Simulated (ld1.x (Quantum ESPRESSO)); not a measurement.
**Building the PAW potential for As (PBEsol, scalar-relativistic).**

- Element: arsenic (As)
- Generator: ld1.x (Quantum ESPRESSO) 7.5
- Type: PAW
- Functional: PBEsol
- Relativity: scalar-relativistic
- Frozen core: [Ne]
- Valence charge: 23
- Reference configuration: 3s2 3p6 3d10 4s2 4p3
- Partial waves: 3s (bound): rcut 0.80, rcutus 0.90 bohr; 4s (bound): rcut 0.80, rcutus 0.90 bohr; 3p (bound): rcut 0.85, rcutus 0.90 bohr; 4p (bound): rcut 0.85, rcutus 0.90 bohr; 3d (bound): rcut 0.95, rcutus 1.20 bohr; 3d channel at -0.4 Ry: rcut 0.95, rcutus 1.20 bohr
- Local potential: all-electron potential smoothed inside 1.20 bohr (lloc = -1)
- Core correction: a·sin(br)/r model core inside 0.90 bohr
- Augmentation charge: BESSEL, radius 0.55 bohr

Poles of the logarithmic derivatives, all-electron (AE) and pseudo (PS). s: poles at -13.6 (AE) and -13.6 (PS) Ry. p: poles at -9.3 (AE) and -9.3 (PS) Ry. d: poles at -2.1 (AE) and -2.1 (PS) Ry. Test radius 1.30 bohr.

* Cutoffs needed: 160 Ry and 260 Ry (the cutoffs (Ry, on a coarse ladder) from which the occupation-weighted sum of valence levels, in a spherical-Bessel basis at the reference potential, stays within 10 and 1 mRy of its value at 400 Ry)
* Ghost test: no extra level below or beside the all-electron valence levels (s, p, d, f tested) (spherical-Bessel basis up to 400 Ry, 20 bohr box)
* Largest excitation error: +133 meV (all-electron minus pseudo) for 3s2 3p6 3d9 4s2 4p4, out of 7 test configurations
* Lowest eigenvalue of the overlap operator: 0.21 (p channel)
